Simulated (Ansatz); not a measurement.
`[OH][In-]([OH])([OH])[OH+][SiH3]`, 13 atoms. The species carries charge 0 and has multiplicity 1. Correlated methods include outer-core shells of In, which these sets cover unevenly. In: def2 effective core potential. All runs use 4 threads of an Intel Xeon on a shared host. Correlated methods freeze the cores.

(1) Give the basis size and wall time and peak host memory of each of these runs in Ansatz. RKS r2SCAN0-D4/def2-TZVPP energy; RKS ωB97M-V/def2-SVP energy; RKS PBE0-D4/def2-TZVP relaxation (14 steps); RKS r2SCANh-D4/def2-TZVPP energy; RHF-MP2/def2-QZVPP energy; RKS ωB97M-V/def2-TZVPP energy and forces; RHF-MP2/def2-TZVPP energy; RKS ωB97M-V/def2-QZVPP energy; RKS PBE-QIDH (frozen core)/def2-TZVPP energy; direct RPA on PBE orbitals/def2-TZVPP energy; RHF-CCSD(T)/def2-SVP energy; RKS PBE0-D4/def2-SVP energy. (An estimate is asked.)

## Answers

(1) The calculation gave: Other jobs shared the machine, so times are rough.

```json
{"level": "RKS PBE0-D4/def2-SVP", "job": "energy", "functions": "135", "wall time": "3 s", "peak host memory (GiB)": "0.38"}
{"level": "RKS r2SCAN0-D4/def2-TZVPP", "job": "energy", "functions": "314", "wall time": "7 s", "peak host memory (GiB)": "1.1"}
{"level": "RKS r2SCANh-D4/def2-TZVPP", "job": "energy", "functions": "314", "wall time": "7.5 s", "peak host memory (GiB)": "1.1"}
{"level": "RKS ωB97M-V/def2-SVP", "job": "energy", "functions": "135", "wall time": "7.5 s", "peak host memory (GiB)": "0.56"}
{"level": "RHF-MP2/def2-TZVPP", "job": "energy", "functions": "314", "wall time": "10 s", "peak host memory (GiB)": "1"}
{"level": "RKS PBE-QIDH (frozen core)/def2-TZVPP", "job": "energy", "functions": "314", "wall time": "12 s", "peak host memory (GiB)": "1.1"}
{"level": "RKS ωB97M-V/def2-TZVPP", "job": "energy and forces", "functions": "314", "wall time": "17 s", "peak host memory (GiB)": "1.5"}
{"level": "direct RPA on PBE orbitals/def2-TZVPP", "job": "energy", "functions": "314", "wall time": "22 s", "peak host memory (GiB)": "1.1"}
{"level": "RHF-CCSD(T)/def2-SVP", "job": "energy", "functions": "135", "wall time": "29 s", "peak host memory (GiB)": "1.1"}
{"level": "RKS ωB97M-V/def2-QZVPP", "job": "energy", "functions": "590", "wall time": "44 s", "peak host memory (GiB)": "3.1"}
{"level": "RHF-MP2/def2-QZVPP", "job": "energy", "functions": "590", "wall time": "55 s", "peak host memory (GiB)": "4.8"}
{"level": "RKS PBE0-D4/def2-TZVP", "job": "relaxation (14 steps)", "functions": "253", "wall time": "120 s", "peak host memory (GiB)": "0.9"}
```
